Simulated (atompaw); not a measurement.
# Which change was made? (Te, PAW (atompaw))

tellurium, PAW, made with atompaw 4.2.0.5 (LDA (PW92), scalar-relativistic). Core [Kr] 4d10, reference 5s2 5p4. Waves: 5s (bound); 5s channel at 0.05 Ry; 5p (bound); 5p channel at 1.55 Ry. Local part: bessel scheme, radius 2.30 bohr. Core correction: smooth core density matched at 1.70 bohr. Augmentation charge: besselshape compensation charge, radius 1.95 bohr; PAW radius 2.60 bohr; waves and projectors: bloechl.

Cutoffs, loose and tight: the cutoffs (Ry, on a coarse ladder) from which the occupation-weighted sum of valence levels, in a spherical-Bessel basis at the reference potential, stays within 10 and 1 mRy of its value at 400 Ry. They see the waves, projectors and local potential, not the compensation charge or the core.

The base gives: outcome: generated; cutoff, loose: 6 Ry; cutoff, tight: 12 Ry; bound ghosts: none.

(1) After one change the result is: outcome: failed: atompaw: The overlap operator has at least one negative eigenvalue!. Which change was it?
A. reference 5s2 5p3
B. waves 5s (bound): rc 1.45 bohr; 5s channel at 0.05 Ry: rc 2.60 bohr; 5p (bound): rc 2.60 bohr; 5p channel at 1.55 Ry: rc 2.60 bohr; augmentation besselshape compensation charge, radius 1.95 bohr; PAW radius 2.60 bohr; waves and projectors: custom polynom2 7 10 vanderbiltortho
C. all radii scaled by about 0.89 (s 1.30, p 2.32 bohr); local potential bessel scheme, radius 2.04 bohr; augmentation besselshape compensation charge, radius 1.74 bohr; PAW radius 2.32 bohr; waves and projectors: bloechl; core correction smooth core density matched at 1.52 bohr

## Answers

(1) B. The others give: all radii scaled by about 0.89 (s 1.30, p 2.32 bohr); local potential bessel scheme, radius 2.04 bohr; augmentation besselshape compensation charge, radius 1.74 bohr; PAW radius 2.32 bohr; waves and projectors: bloechl; core correction smooth core density matched at 1.52 bohr → outcome: generated; cutoff, loose: 10 Ry; cutoff, tight: 15 Ry; bound ghosts: none | reference 5s2 5p3 → outcome: generated; cutoff, loose: 6 Ry; cutoff, tight: 12 Ry; bound ghosts: d.
